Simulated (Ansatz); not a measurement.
Ansatz (a first-principles code) input:

Ansatz 0.2 input:
```yaml
crystal:
  periodic: [false, false, false]
  atoms:
    - {symbol: F, position_ang: [-0.00000000, -0.00000000, -1.19889826]}
    - {symbol: B, position_ang: [0.00000000, 0.00000000, 0.08714772]}
    - {symbol: O, position_ang: [0.00000000, 0.00000000, 1.29429322]}
basis:
  gaussian:
    orbitals: cc-pVQZ
hamiltonian:
  xc: pbe
magnetization: {spin_polarized: false}
correlation: {method: rpa, electrons: outside_noble_gas}
```

**Question.** Which total energy does the run end on?

**Answer.** -200.07227 Eh (RPA@PBE/cc-pVQZ). The basis has 165 functions.
